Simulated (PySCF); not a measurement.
The multiplicity is imposed and other spin states were not computed.

B3LYP has the VWN-RPA correlation part, as in Gaussian. 

```xyz
5

Zn    -0.0726     0.0566    -0.1601
O     -1.5795    -0.6743     0.3834
H     -2.0112    -1.2223    -0.2842
O      1.5097     0.7295    -0.5397
H      1.4791     1.6333    -0.8782
```

Charge 0, multiplicity 1.

**Question.** Give the Mulliken and meta-Löwdin atomic charges from B3LYP-D3(BJ)/def2-TZVP // r2SCAN-D4/def2-SVP (PySCF).

**Answer.** 
```json
[
 {"atom": "Zn1", "Mulliken (e)": "0.62", "meta-Löwdin (e)": "1.30"},
 {"atom": "O2", "Mulliken (e)": "-0.62", "meta-Löwdin (e)": "-0.98"},
 {"atom": "H3", "Mulliken (e)": "0.31", "meta-Löwdin (e)": "0.33"},
 {"atom": "O4", "Mulliken (e)": "-0.62", "meta-Löwdin (e)": "-0.98"},
 {"atom": "H5", "Mulliken (e)": "0.31", "meta-Löwdin (e)": "0.33"}
]
```
